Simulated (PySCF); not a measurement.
**Computed structure and properties of Dy(OH)3**

System: Dy(OH)3 (singlet in the valence; each metal's 4f electrons, 9 of them, lie in its core potential, out of spins and levels); start: template (C3v). Method: PySCF 2.14.0, RKS B3LYP, Dy lcecp-1-SVP with ECP55, O def2-SVP, H def2-SVP; non-relativistic Hamiltonian with scalar-relativistic core potentials where named; density fitting; no spin-orbit coupling.

Input of the relaxation:

```python
mol = gto.M(atom='''
Dy    -0.00000    -0.00000    -0.00492
O      2.15377     0.00002    -0.00492
H      3.05382     0.00003     0.34508
O     -1.07691     1.86521    -0.00492
H     -1.52694     2.64467     0.34508
O     -1.07687    -1.86523    -0.00492
H     -1.52688    -2.64470     0.34508''',
    basis={'Dy': 'lcecp-1-SVP', 'O': 'def2-SVP', 'H': 'def2-SVP'},
    ecp={'Dy': 'lcecp-1-SVP'},
    charge=0, spin=0)
mf = dft.RKS(mol, xc='B3LYP')
mf.grids.atom_grid = (50, 194)  # f atoms: unpruned, at least (60, 302)
mf = mf.density_fit()  # fitting sets: Dy AutoAux, O def2-universal-JKFIT, H def2-universal-JKFIT
mf.conv_tol = 1e-08; mf.max_cycle = 55
mf.kernel(dm0)  # dm0: converged density of the start geometry
# quasi-Newton relaxation in Cartesian coordinates to a largest gradient under 0.00045 Eh/bohr, steps kept in the point group
```

Run from Python with OMP_NUM_THREADS=2; the lines above give its settings. Where DIIS fails, smearing, a level shift and second-order steps follow.
It took 38 s on 2 threads of Arm Neoverse V2, on a shared host, from the converged density of the start.

Course of the relaxation:

```csv
step,energy above end (eV),largest force component within the symmetry (eV/Å)
0,0.3831,1.442
1,0.1414,0.686
2,0.0606,0.474
3,0.0298,0.428
4,0.0217,0.097
5,0.0178,0.250
6,0.0139,0.321
7,0.0081,0.316
8,0.0038,0.075
9,0.0022,0.140
10,0.0009,0.070
11,0.0003,0.043
12,0.0001,0.038
13,0.0000,0.006
14,0.0000,0.018
```

Relaxed geometry (D3h):

```xyz
7

Dy    0.0000    0.0000    0.1423
O     2.0578    0.0000    0.1445
H     3.0167    0.0000    0.1466
O    -1.0289    1.7821    0.1445
H    -1.5084    2.6125    0.1466
O    -1.0289   -1.7821    0.1445
H    -1.5083   -2.6125    0.1466
```

```tsv
contact	Å
Dy1–O2 (OH)	2.058
Dy1–O4 (OH)	2.058
Dy1–O6 (OH)	2.058
```

On the finer grid (75, 302):

| Property | Result |
| --- | --- |
| HOMO | -7.30 eV |
| LUMO | -1.67 eV |
| Dipole about the centre of mass | 0.01 D |
| Set of Mulliken populations of Dy1 outside the core potential | s 2.15, p 6.38, d 1.37, f 0.08 |
| D3(BJ) dispersion energy (not in the energies) | -0.176 eV |

```
atom  Mulliken (e)  Löwdin (e)  spin (e)
 Dy1          1.01        0.64      0.00
  O2         -0.50       -0.30      0.00
  H3          0.17        0.08      0.00
  O4         -0.50       -0.30      0.00
  H5          0.17        0.08      0.00
  O6         -0.50       -0.30      0.00
  H7          0.17        0.08      0.00
```

The 4f levels lie in the core potential and are missing. Their spin isn't counted.

On the grid (50, 194), as all that follows. Harmonic modes: a minimum within the noise of the softest modes; lowest 28 cm⁻¹ (negative: unstable), highest 3957 cm⁻¹, zero-point energy 1.024 eV.

Taking off one OH (charge -1, singlet; the rest: singlet) in vacuum, both parts rigid, costs 11.33 eV; the small basis without counterpoise inflates it. Most of it is the attraction of opposite charges; other ways to part are cheaper, and one spin state was tried for the rest.

Rigid scan of OH along the line from its metal:

| distance to O2 (Å) | energy (eV) |
| --- | --- |
| 1.76 | 1.423 |
| 1.86 | 0.541 |
| 1.96 | 0.116 |
| 2.06 | 0.000 |
| 2.16 | 0.089 |
| 2.26 | 0.309 |
| 2.46 | 0.959 |
| 2.76 | 2.085 |
| 3.16 | 3.454 |
| 3.66 | 4.763 |

One start shape was tried, so this needn't be the lowest isomer.

An lcecp potential fixes the number of 4f electrons, so in runs with it no electron can move into or out of that shell.
